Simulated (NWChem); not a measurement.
The numbers come from NWChem runs, not from measurements. System: tert-butylthiol (C$_{4}$H$_{10}$S), charge 0, spin multiplicity 1, at a geometry optimised with PBE0/def2-SVP. Level: RHF/def2-SVP.

Part of the output:

```
             Northwest Computational Chemistry Package (NWChem) 7.3.0
             --------------------------------------------------------

                                NWChem Input Module
                                -------------------

 Scaling coordinates for geometry "geometry" by  1.889725989
 (inverse scale =  0.529177249)

 Turning off AUTOSYM since
 SYMMETRY directive was detected!

                             Geometry "geometry" -> ""
                             -------------------------

 Output coordinates in angstroms (scale by  1.889725989 to convert to a.u.)

  No.       Tag          Charge          X              Y              Z
 ---- ---------------- ---------- -------------- -------------- --------------
    1 C                    6.0000     1.10277900    -0.07859600    -1.25671500
    2 C                    6.0000     0.25245800    -0.24248700     0.00000000
    3 C                    6.0000     1.10277900    -0.07859600     1.25671500
    4 C                    6.0000    -0.44414600    -1.60264900     0.00000000
    5 S                   16.0000    -1.11653800     1.00061900     0.00000000
    6 H                    1.0000     1.89283100    -0.84833500    -1.28650500
    7 H                    1.0000     0.48926000    -0.17439000    -2.16437200
    8 H                    1.0000     1.59420500     0.90658900    -1.28093500
    9 H                    1.0000     0.48926000    -0.17439000     2.16437200
   10 H                    1.0000     1.89283100    -0.84833500     1.28650500
   11 H                    1.0000     1.59420500     0.90658900     1.28093500
   12 H                    1.0000    -1.07683700    -1.72741700     0.89208800
   13 H                    1.0000    -1.07683700    -1.72741700    -0.89208800
   14 H                    1.0000     0.30938100    -2.40639000     0.00000000
   15 H                    1.0000    -0.32691900     2.09756600     0.00000000

 Effective nuclear repulsion energy (a.u.)     244.6832340561

            Nuclear Dipole moment (a.u.)
            ----------------------------
        X                 Y               Z
 ---------------- ---------------- ----------------
    -0.0000151178     0.0000113384    -0.0000000000

      Symmetry information
      --------------------

 Group name             Cs
 Group number              2
 Group order               2
 No. of unique centers    10

      Symmetry unique atoms

     1    2    4    5    6    7    8   12   14   15
[...]
    61      0.188977   5 S  px               19      0.168161   2 C  py
    17      0.157353   2 C  s

 Vector   25  Occ=2.000000D+00  E=-3.493067D-01  Symmetry=a"
              MO Center= -9.6D-01,  9.2D-01, -2.2D-15, r^2= 2.0D+00
   Bfn.  Coefficient  Atom+Function         Bfn.  Coefficient  Atom+Function
  ----- ------------  ---------------      ----- ------------  ---------------
    69      0.677203   5 S  pz               66      0.435872   5 S  pz
    63      0.247630   5 S  pz

 Vector   26  Occ=0.000000D+00  E= 1.515845D-01  Symmetry=a'
              MO Center=  3.1D-01,  3.0D-01, -3.3D-15, r^2= 7.7D+00
   Bfn.  Coefficient  Atom+Function         Bfn.  Coefficient  Atom+Function
  ----- ------------  ---------------      ----- ------------  ---------------
    45      1.168751   4 C  s                 3      1.124178   1 C  s
    31      1.124178   3 C  s               121     -0.716268  15 H  s
    86     -0.646249   8 H  s               101     -0.646249  11 H  s
   116     -0.585547  14 H  s                68      0.560879   5 S  py
   106     -0.518826  12 H  s               111     -0.518826  13 H  s

 Vector   27  Occ=0.000000D+00  E= 1.973984D-01  Symmetry=a'
              MO Center=  9.0D-01, -4.2D-01, -1.5D-15, r^2= 7.3D+00
   Bfn.  Coefficient  Atom+Function         Bfn.  Coefficient  Atom+Function
  ----- ------------  ---------------      ----- ------------  ---------------
     3      1.070626   1 C  s                31      1.070626   3 C  s
    76     -1.056625   6 H  s                96     -1.056625  10 H  s
    17     -0.862552   2 C  s                45      0.805978   4 C  s
    68     -0.748057   5 S  py              121      0.657851  15 H  s
   116     -0.652761  14 H  s                 8     -0.428601   1 C  py

 Vector   28  Occ=0.000000D+00  E= 2.104360D-01  Symmetry=a'
              MO Center= -2.9D-01,  2.2D-01, -2.3D-15, r^2= 7.1D+00
   Bfn.  Coefficient  Atom+Function         Bfn.  Coefficient  Atom+Function
  ----- ------------  ---------------      ----- ------------  ---------------
    60      1.006211   5 S  s               121     -0.968601  15 H  s
    67      0.749552   5 S  px               81      0.736597   7 H  s
    91      0.736597   9 H  s               106      0.710056  12 H  s
   111      0.710056  13 H  s                45     -0.674596   4 C  s
    49      0.553621   4 C  px               17     -0.514418   2 C  s

 center of mass
 --------------
 x =  -0.11972010 y =   0.08261308 z =  -0.00000000

 moments of inertia (a.u.)
 ------------------
         494.815378484689          99.744210585671          -0.000000000000
          99.744210585671         509.869026612319           0.000000000000
          -0.000000000000           0.000000000000         607.626595724452

  Mulliken analysis of the total density
  --------------------------------------

    Atom       Charge   Shell Charges
 -----------   ------   -------------------------------------------------------
    1 C    6     5.92   1.99  0.86  0.17  2.03  0.83  0.04
    2 C    6     6.54   1.99  0.87  0.55  2.00  1.08  0.07
    3 C    6     5.92   1.99  0.86  0.17  2.03  0.83  0.04
    4 C    6     5.95   1.99  0.86  0.19  2.03  0.84  0.04
    5 S   16    16.06   2.00  1.99  1.16  0.69  5.94  1.75  2.46  0.07
    6 H    1     0.97   0.75  0.19  0.02
    7 H    1     0.96   0.75  0.18  0.02
    8 H    1     0.97   0.75  0.19  0.02
    9 H    1     0.96   0.75  0.18  0.02
   10 H    1     0.97   0.75  0.19  0.02
   11 H    1     0.97   0.75  0.19  0.02
   12 H    1     0.95   0.75  0.18  0.02
   13 H    1     0.95   0.75  0.18  0.02
   14 H    1     0.96   0.75  0.19  0.02
   15 H    1     0.95   0.72  0.20  0.03

       Multipole analysis of the density wrt the origin
       ------------------------------------------------

     L   x y z        total         open         nuclear
     -   - - -        -----         ----         -------
     0   0 0 0     -0.000000      0.000000     50.000000

     1   1 0 0      0.644756      0.000000     -0.000015
     1   0 1 0     -0.190852      0.000000      0.000011
     1   0 0 1      0.000000      0.000000     -0.000000

     2   2 0 0    -32.318542      0.000000    183.392268
     2   1 1 0      1.169203      0.000000    -47.187004
     2   1 0 1     -0.000000      0.000000      0.000000
     2   0 2 0    -28.997978      0.000000    182.695847
     2   0 1 1     -0.000000      0.000000      0.000000
     2   0 0 2    -31.530677      0.000000    130.359648

 Task  times  cpu:        2.9s     wall:        2.9s

 Total times  cpu:        2.9s     wall:        2.9s
```

### Question
Write an NWChem input that would produce this output.

### Answer
Several could match; the one computed here: 
```
start mol
memory heap 200 mb stack 900 mb global 1100 mb
geometry units angstroms nocenter noautoz
  C      1.102779    -0.078596    -1.256715
  C      0.252458    -0.242487     0.000000
  C      1.102779    -0.078596     1.256715
  C     -0.444146    -1.602649     0.000000
  S     -1.116538     1.000619     0.000000
  H      1.892831    -0.848335    -1.286505
  H      0.489260    -0.174390    -2.164372
  H      1.594205     0.906589    -1.280935
  H      0.489260    -0.174390     2.164372
  H      1.892831    -0.848335     1.286505
  H      1.594205     0.906589     1.280935
  H     -1.076837    -1.727417     0.892088
  H     -1.076837    -1.727417    -0.892088
  H      0.309381    -2.406390     0.000000
  H     -0.326919     2.097566     0.000000
  symmetry group Cs
end
basis spherical
  * library def2-svp
end
scf
  rhf
  nopen 0
  maxiter 100
  thresh 1e-7
  semidirect memsize 60000000 filesize 0
end
task scf energy
```
